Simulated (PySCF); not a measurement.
PySCF input:

```python
from pyscf import gto, scf, mp, cc as ccmod

mol = gto.M(
    atom='''
    P    -0.09000591   -0.00215091    0.07867543
    H    -0.13338891    0.02755526   -1.33512432
    H     1.30565829    0.00045897    0.31042723
    H     0.07975178    1.70229304   -0.04171292
    H     0.09806748   -1.69804361   -0.11372140
    ''',
    basis='cc-pvdz',
    charge=-1,
    spin=0,
    verbose=4,
)

mf = scf.RHF(mol)
mf.conv_tol = 1e-10
mf.max_cycle = 100
mf.kernel()
mp2 = mp.MP2(mf, frozen=5).run()
cc = ccmod.CCSD(mf, frozen=5)
cc.max_cycle = 100
cc.kernel()
et = cc.ccsd_t()
print(f'E(CCSD(T)) = {cc.e_tot + et:.9f}')
```

Task: Which total energy does the run end on?

Result: -343.14114 Eh (CCSD(T)/cc-pVDZ).

Whether it binds its extra electron was not tested at this geometry.
